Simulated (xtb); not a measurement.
CuI, singlet, at a GFN2-xTB geometry (such geometries of metal compounds can be far from the true shape); GFN0-xTB in xtb.

xtb was given this input:
```
$ xtb mol.xyz --gfn 0 --etemp 10000 --json

# file mol.xyz
2

Cu    -0.00000000    -0.00000000    -1.55408011
I      0.00000000     0.00000000     0.85034572
```

Problem. What does xtb print? Leave out banner, timings and long lists.

Solution. 
```
   ID    Z sym.   atoms
    1   29 Cu     1
    2   53 I      2

           -------------------------------------------------
          |                Calculation Setup                |
           -------------------------------------------------

           -------------------------------------------------
          |                 G F N 0 - x T B                 |
           -------------------------------------------------

          ...................................................
          :                      SETUP                      :
          :.................................................:
          :  # basis functions                  20          :
          :  # atomic orbitals                  18          :
          :  # shells                            6          :
          :  # electrons                        18          :
          :  electronic temp.        10000.0000000     K    :
          :  accuracy                    1.0000000          :
          :  -> integral cutoff          0.2500000E+02      :
          :  -> integral neglect         0.1000000E-07      :
          ...................................................

         :::::::::::::::::::::::::::::::::::::::::::::::::::::
         ::                     SUMMARY                     ::
         :::::::::::::::::::::::::::::::::::::::::::::::::::::
         :: total energy              -8.140173204516 Eh    ::
         :: gradient norm              0.034634837682 Eh/a0 ::
         :: HOMO-LUMO gap              3.720222642799 eV    ::
         ::.................................................::
         :: H0 energy                 -8.112955309227 Eh    ::
         :: repulsion energy           0.011661523119 Eh    ::
         :: electrostat energy        -0.038658153715 Eh    ::
         :: -> Gsolv                   0.000000000000 Eh    ::
         ::    -> Gsasa                0.000000000000 Eh    ::
         ::    -> Gshift               0.000000000000 Eh    ::
         :: dispersion energy         -0.000221264692 Eh    ::
         :: short-range corr.          0.000000000000 Eh    ::
         :: add. restraining           0.000000000000 Eh    ::
         :: total charge               0.000000000000 e     ::
         :::::::::::::::::::::::::::::::::::::::::::::::::::::

           -------------------------------------------------
          |                Property Printout                |
           -------------------------------------------------

[...]
         5        1.9342           -0.4159895             -11.3197
         6        1.9342           -0.4159895             -11.3197
         7        1.9151           -0.4076051             -11.0915
         8        1.9151           -0.4076051             -11.0915
         9        1.9148           -0.4074799             -11.0881 (HOMO)
        10        0.4612           -0.2707642              -7.3679 (LUMO)
        11        0.0057           -0.1234616              -3.3596
        12        0.0057           -0.1234616              -3.3596
        13        0.0006           -0.0496020              -1.3497
        14        0.0006           -0.0493314              -1.3424
        15        0.0006           -0.0493314              -1.3424
        16        0.0000            0.0528550               1.4383
        17        0.0000            0.0528550               1.4383
        18                          1.2168875              33.1132
      -------------------------------------------------------------
                  HL-Gap            0.1367157 Eh            3.7202 eV
             Fermi-level            0.0000000 Eh            0.0000 eV

     #   Z          covCN         q      C6AA      α(0)
     1  29 Cu       0.866     0.229   168.041    29.044
     2  53 I        0.866    -0.229   387.479    34.002

 Mol. C6AA /au·bohr⁶  :       1055.066662
 Mol. C8AA /au·bohr⁸  :      92692.487573
 Mol. α(0) /au        :         63.046449

Wiberg/Mayer (AO) data.
largest (>0.10) Wiberg bond orders for each atom

 ---------------------------------------------------------------------------
     #   Z sym  total        # sym  WBO       # sym  WBO       # sym  WBO
 ---------------------------------------------------------------------------
     1  29 Cu   0.803 --     2 I    0.803
     2  53 I    0.803 --     1 Cu   0.803
 ---------------------------------------------------------------------------

Topologies differ in total number of bonds
Writing topology from bond orders to xtbtopo.mol

 dipole moment from electron density (au)
     X       Y       Z
  -0.0000  -0.0000  -2.6715  total (Debye):    6.790

           -------------------------------------------------
          | TOTAL ENERGY               -8.140173204516 Eh   |
          | GRADIENT NORM               0.034634837682 Eh/α |
          | HOMO-LUMO GAP               3.720222642799 eV   |
           -------------------------------------------------

normal termination of xtb
```
